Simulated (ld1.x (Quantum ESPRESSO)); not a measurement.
calcium: PAW pseudisation with LDA (PZ), fully relativistic reference atom.

ld1.x (Quantum ESPRESSO) 7.5 input, shortened:

```
&input
   title='Ca', zed=20., rel=2, dft='PZ', iswitch=3,
   config='[Ar] 3d0 4s2 4p0', rel_dist='average'
 /
 &inputp
   pseudotype=3, lpaw=.true., tm=.true., lloc=-1, rcloc=2.35,
   nlcc=.true., new_core_ps=.true., rcore=1.65,
   which_augfun='BESSEL', rmatch_augfun=1.25
 /
6
4S  1  0   2.00   0.00  2.45  3.25  0.0
4S  1  0   0.00   0.10  2.45  3.25  0.0
4P  2  1   0.00   0.00  3.50  3.85  0.0
4P  2  1   0.00   2.55  3.50  3.85  0.0
3D  3  2   0.00   0.00  1.55  2.00  0.0
3D  3  2   0.00   1.10  1.55  2.00  0.0
 &test
   configts(1)='3d0 4s2 4p0'
 /
```

Open shells are filled in proportion to 2j + 1 (rel_dist='average').

All-electron outer shells of the reference configuration (LDA (PZ), scalar-relativistic, ld1.x):

| shell | level (eV) | outermost node (bohr) | outermost maximum (bohr) |
| --- | --- | --- | --- |
| 3s | -46.82 | 0.45 | 0.99 |
| 3p | -27.98 | 0.42 | 1.04 |
| 4s | -3.87 | 1.43 | 3.33 |
| 3d | -2.13 | – | 1.29 |
| 4p | -1.44 | 1.63 | 4.39 |

**Question.** Does this generation succeed?

**Answer.** No. ld1.x (Quantum ESPRESSO) 7.5 stopped with "new_paw_hamiltonian: negative rho": the spherical valence density built from the smooth waves and the augmentation charge turned negative at some radius.
